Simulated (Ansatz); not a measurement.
ZrF2Cl2 (ZrCl2F2). Charge 0, multiplicity 3. Geometry r2SCAN-D4/def2-SVP, that of the neutral singlet; atoms count from 1.

```tsv
atom	x (Å)	y (Å)	z (Å)
Zr1	-0.061	0.017	-0.064
F2	-1.650	-0.960	-0.364
F3	0.026	1.413	-1.335
Cl4	1.787	-1.397	-0.331
Cl5	-0.102	0.928	2.094
```

In the def2 sets Zr takes a core potential; there is no spin–orbit coupling. At PBE0-D4/def2-TZVP a singlet of charge 0 lies 5.83 eV below the triplet at the same geometry.

Question: Estimate the Mulliken populations from the PBE0/def2-TZVP orbitals of Ansatz.

Answer: 
| atom | charge (e) | spin (α − β) | d electrons |
| --- | --- | --- | --- |
| Zr1 | 1.25 | 0.88 | 2.21 |
| F2 | -0.47 | 0.00 | – |
| F3 | -0.47 | 0.00 | – |
| Cl4 | -0.16 | 0.55 | – |
| Cl5 | -0.16 | 0.55 | – |
Mulliken values and Mayer orders depend strongly on the basis.

Question: Where does the spin sit?

Answer: Summed by element: Zr 0.88, F 0.01, Cl 1.11, of 2 unpaired in all. Largest on single atoms: Zr1 0.88, Cl5 0.55, Cl4 0.55.

Question: And the Mayer bond orders between bonded heavy atoms (over 0.3)?

Answer: Zr1–F2 0.90 (1.89 Å); Zr1–F3 0.90 (1.89 Å); Zr1–Cl4 0.69 (2.34 Å); Zr1–Cl5 0.69 (2.34 Å). Values over 0.3 also appear between atoms too far apart for a bond (Cl4–Cl5 0.41 at 3.85 Å); they arise where an orbital or an unpaired electron spreads over both atoms.
